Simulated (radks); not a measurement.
Q: As IV, 30 electrons, occupied as [Ar] 3d10 4s2. Calculated with a radial shooting solver on a logarithmic mesh with Libxc functionals: Dirac Kohn-Sham, BLYP, spin-unpolarised, spherical densities, point nucleus. Some entries of the table are withheld. Estimate them.

orbital  occ.  eigenvalue (eV)  r(max) (bohr)
1s1/2       2        -11753.92        0.02973
2s1/2       2        -1520.996            (1)
2p1/2       2        -1362.932         0.1342
2p3/2       4        -1326.330         0.1372
3s1/2       2              (2)         0.5216
3p1/2       2              (3)         0.5150
3p3/2       4              (4)         0.5235
3d3/2       4         -75.2284         0.4742
3d5/2       6         -74.4927         0.4769
4s1/2       2         -44.5371            (5)

A: 
(1) 2s1/2 r(max) (bohr): 0.1702
(2) 3s1/2 eigenvalue (eV): -224.3218
(3) 3p1/2 eigenvalue (eV): -171.2131
(4) 3p3/2 eigenvalue (eV): -166.1730
(5) 4s1/2 r(max) (bohr): 1.531
